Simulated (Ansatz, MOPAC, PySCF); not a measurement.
Dimer: HBr (SMILES Br) (first 2 atoms) with H2Se (SMILES [SeH2]); geometry from B3LYP-D3(BJ)/def2-TZVP, rigid monomers moved along the line of their centres of mass till H2···Se3 is 2.27 Å.
(charge 0, multiplicity 1):
```xyz
5

Br    -0.3306     0.1312    -0.5702
H     -0.3518     0.1466     0.8749
Se    -0.2410     0.1146     3.1376
H      0.3140    -1.2462     3.0803
H      1.1048     0.7039     3.0676
```

Interaction energies are E(AB) − E(A) − E(B) at the monomers' geometry in the complex; basis-set methods are counterpoise corrected. Rows marked so take none.

Rows in 6-31G* carry no dispersion term and start afresh at each structure (6-31G* with six Cartesian d functions); the Pople sets are all-electron and without relativity. The state that PM3 reach isn't checked.

The values were computed with Ansatz (a program for electronic structure) with Gaussian orbitals; MOPAC for PM3 (differences of heats of formation); PySCF for 6-31G* rows, the dispersion terms. 

Q: One of these levels gives -437.5 meV for the interaction energy. Which one is it?
A) PM3
B) r2SCAN-D3(BJ)/def2-TZVPPD
C) HF/6-31G*
D) B3LYP/6-31G* (no counterpoise)

A: A, PM3. The others give 119.3 (HF/6-31G*), -155.6 (r2SCAN-D3(BJ)/def2-TZVPPD), -83.6 (B3LYP/6-31G* (no counterpoise))
